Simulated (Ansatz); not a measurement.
```xyz
20

C     2.2814    0.0000    0.0000
C     1.8457    1.3410    0.0000
C     0.7050    2.1698    0.0000
C    -0.7050    2.1698    0.0000
C    -1.8457    1.3410    0.0000
C    -2.2814    0.0000    0.0000
C    -1.8457   -1.3410    0.0000
C    -0.7050   -2.1698    0.0000
C     0.7050   -2.1698    0.0000
C     1.8457   -1.3410    0.0000
H     3.3664    0.0000    0.0000
H     2.7235    1.9787    0.0000
H     1.0403    3.2017    0.0000
H    -1.0403    3.2017    0.0000
H    -2.7235    1.9787    0.0000
H    -3.3664    0.0000    0.0000
H    -2.7235   -1.9787    0.0000
H    -1.0403   -3.2017    0.0000
H     1.0403   -3.2017    0.0000
H     2.7235   -1.9787    0.0000
```

Basis set: def2-TZVP (spherical functions). Charge 0, multiplicity 1.

Computed with Ansatz (development build ahead of 0.2.0); each method stands on the lowest determinant of its kind that the runs found. Restricted functionals stand beside restricted open-shell atoms, which can lie above the unrestricted atoms usual in DFT and then raise those values.

Task: Give the atomization energy at this shape (free ground-state atoms in the same class of orbitals less the molecule, no zero-point energy) of singlet C₁₀H₁₀ by ωB97X (restricted), PBE0 (restricted), PBE0 (unrestricted), RHF.

Result:

```tsv
method	atomization energy
ωB97X (restricted)	9182.8 kJ/mol
PBE0 (restricted)	9340.3 kJ/mol
PBE0 (unrestricted)	9289.5 kJ/mol
RHF	6796.7 kJ/mol
```

Caution for RHF: in another basis set an unrestricted determinant lies well below.

The shape needn't be a minimum at these levels.
